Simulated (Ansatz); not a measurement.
```yaml
crystal:
  periodic: [true, true, true]
  atoms:
    - {symbol: C, position_ang: [-1.471491, 0.122050, -0.204919]}
    - {symbol: Si, position_ang: [0.328954, 0.150648, 0.211206]}
    - {symbol: N, position_ang: [1.190565, -0.834040, -0.865056]}
    - {symbol: O, position_ang: [0.692854, -0.389178, 1.713540]}
    - {symbol: Cl, position_ang: [0.912887, 2.154925, 0.187704]}
    - {symbol: H, position_ang: [-1.641289, 0.456731, -1.231241]}
    - {symbol: H, position_ang: [-2.030053, 0.785507, 0.458112]}
    - {symbol: H, position_ang: [-1.865524, -0.891294, -0.099711]}
    - {symbol: H, position_ang: [2.156026, -1.059042, -0.687918]}
    - {symbol: H, position_ang: [0.980640, -0.834022, -1.849131]}
    - {symbol: H, position_ang: [0.811829, 0.280816, 2.387915]}
basis:
  gaussian: {orbitals: cc-pVTZ}
magnetization: {spin_polarized: true, initial_magnetization: 0}
hamiltonian: {xc: {name: LC-wPBE}}
output: {forces: true}
```

```sh
$ ansatz run in.yaml --threads 4 --pin off --events-out ev --progress --plain --max-ram 10444MiB
```

Output, abridged:

```
Error: YAML parse error: error: line 2 column 3: crystal: missing field `lattice` (a structure is typed as `lattice` and `atoms`, a molecule's as `atoms` in Å alone, or read from a run's directory, `checkpoint`)
 --> <input>:2:3
1 | crystal:
2 |   periodic: [true, true, true]
3 |   atoms:
4 |     - {symbol: C, position_ang: [-1.471491, 0.122050, -0.204919]}
```

**Question.** Something in this input is off. What?

**Answer.** The molecule is marked periodic without a cell. The program refused the input.
